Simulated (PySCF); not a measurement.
## Computed properties of CBr3, SMILES Br[C](Br)Br

CBr3, SMILES Br[C](Br)Br (connectivity only; charge and spin as stated), charge +1, multiplicity 1. Geometry optimised at TPSSh-D3(BJ)/def2-SVP. The multiplicity is an assumed one; no other spin state was optimised. The isomer is the one that the SMILES or the coordinates give; other isomers of the formula were not compared. One conformer was computed; it need not be the lowest. All values are computed for the isolated molecule unless a solvent is named; none is compared with measurement here.

**Structure.** The optimised structure has D3h symmetry. All 6 harmonic modes at TPSSh-D3(BJ)/def2-SVP (PySCF) are real, so it is a minimum. With heavy atoms numbered as in [Br:1][C:2]([Br:3])[Br:4], the shortest bond between them is Br1–C2 at 1.818 Å and the longest C2–Br3 at 1.818 Å.

**Vibrations.** The strongest infrared lines (harmonic, unscaled, degenerate partners summed) lie at 885 cm⁻¹ (444 km/mol, C 92 %), 433 cm⁻¹ (3 km/mol, C 95 %). The softest mode is at 180 cm⁻¹ and the zero-point energy is 4.1 kcal/mol.

**Electronic structure.** ωB97X/def2-TZVP (PySCF) places the frontier levels at -16.33 and -7.58 eV, a gap of 8.75 eV and a mean polarisability of 68.5 bohr³. PBE/def2-TZVP (PySCF) at the same geometry gives -12.67 and -10.27 eV, so its gap is 6.35 eV narrower. An orbital gap is neither the optical nor the fundamental gap.

**Excitations.** TDA-M06-2X/def2-SVPD (PySCF) has S1 at 2.90 eV (427 nm, f = 0.000, dark); the most intense of the 10 singlets computed lies at 4.75 eV (f = 0.40). Strengths of degenerate partners are summed. T1 (TDA) is at 2.71 eV, 0.19 eV under S1. TDA-PBE/def2-SVPD (PySCF) puts S1 at 2.48 eV.

**NMR.** GIAO shifts at HF/pcSseg-1 (PySCF) (non-relativistic, atoms alike by connectivity averaged): ¹³C at 383.4 ppm against TMS. Without spin–orbit terms, shifts of atoms bonded to Cl or Br come out too high.

**Solvation.** SMD-B3LYP/6-31G* (PySCF) gives -47.7 kcal/mol in water, -47.2 kcal/mol in dichloromethane, -45.5 kcal/mol in tetrahydrofuran (1 M in both phases, gas-phase geometry); of these solvents water holds the molecule best.
